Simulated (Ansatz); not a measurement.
Coupled-cluster diagnostics for Cu(NH3)F (CuNFH₃), Ansatz.

Geometry of the singlet (PBE-D4/def2-TZVP):

```xyz
6

Cu    0.505   -0.127   -1.041
N    -0.322    0.081    0.663
H    -0.010    0.939    1.130
H    -0.103   -0.703    1.286
H    -1.343    0.131    0.582
F     1.272   -0.320   -2.620
```

Correlated methods freeze 11 core orbitals.

(1) Estimate the CCSD(T) correlation energy, the shares of MP2 and (T), T1 and the reference's ⟨S²⟩ for: charge 0, singlet, own geometry in def2-TZVPP; charge 0, singlet, own geometry in def2-TZVPD; charge 1, doublet, vertical in def2-TZVPP; charge -1, doublet, vertical in def2-TZVPD; and the rough time on 4 threads of Arm Neoverse V1 on a shared host.

Results:

(1) 
```tsv
state	basis	correlation (eV)	MP2 share (%)	(T) share (%)	T1	⟨S²⟩ (pure)	wall time	remarks
charge 0, singlet, own geometry	def2-TZVPP	-27.146	103.0	3.7	0.025	0.00 (0.00)	26 s	–
charge 0, singlet, own geometry	def2-TZVPD	-25.156	102.6	3.6	0.027	0.00 (0.00)	18 s	–
charge 1, doublet, vertical	def2-TZVPP	-24.239	98.3	3.1	0.030	0.75 (0.75)	1.8 min	–
charge -1, doublet, vertical	def2-TZVPD	-25.581	102.3	3.7	0.028	0.76 (0.75)	80 s	HOMO above zero
```
Customary marks for T1 are 0.02 (closed shells), 0.045 (open shells) and about 0.05 (3d metals). T1 exceeds 0.02 in 4 of 4 rows and 0.045 in 0; the higher it lies, the less the single-reference result can be trusted.
